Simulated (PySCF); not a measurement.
Start geometry of `[SiH3]OC1=NSN=C1` from GFN2-xTB (Å):
```
atom  x, y, z in Å
Si1   -1.8911   -0.5416   -0.6756
O2    -0.8427    0.3735    0.1993
C3     0.4465    0.2064    0.2220
C4     1.4062    0.9916    0.9959
N5     2.6131    0.6053    0.8359
S6     2.6689   -0.6332   -0.1890
N7     1.0863   -0.7283   -0.4692
H8    -1.8300   -1.9076   -0.2671
H9    -3.1144    0.1902   -0.2313
H10   -1.6129   -0.3858   -2.0918
H11    1.1083    1.8037    1.6552
```

Problem. What comes out of this run: PBE0-D3(BJ)/def2-SVP geometry optimisation, gas phase in PySCF 2.14.0?

Solution. 
```
atom  x, y, z in Å
Si1   -1.1986   -0.5863   -0.7931
O2    -0.1505    0.3811    0.1470
C3     1.1587    0.1627    0.1406
C4     2.0957    0.9320    0.9131
N5     3.3340    0.5437    0.7564
S6     3.3383   -0.7184   -0.3032
N7     1.7134   -0.7828   -0.5770
H8    -1.1032   -2.0066   -0.3620
H9    -2.5402   -0.0263   -0.4865
H10   -0.8748   -0.4325   -2.2367
H11    1.8346    1.7615    1.5732
```

The energy falls by 0.310 eV over 7 energy and gradient evaluations, the largest force component goes from 0.0540 to 2.3e-04 Eh/bohr, and the atoms move by 0.083 Å rms after alignment. The bond that changes most is Si1–O2 (oxygen-bound silicon to silyl ether oxygen), which lengthens by 0.064 Å. Bonds longer at the end by more than 0.005 Å: 7 of 11; shorter: 3. Among the angles that change most is O2–Si1–H9, from 95.2° to 103.1°. Rotational constants go from 5758, 1119, 946.8 to 5503, 1122, 942.3 MHz. The orientation of the end geometry is arbitrary; only internal coordinates are fixed.

The run used 126 basis functions and 50 SCF cycles in all. On Arm Neoverse V1, one thread, no GPU (shared host), this took 48 s of wall time and 0.52 GiB of memory at its peak.

Not checked by PBE0-D3(BJ)/def2-SVP frequencies. One conformer, not necessarily the lowest.
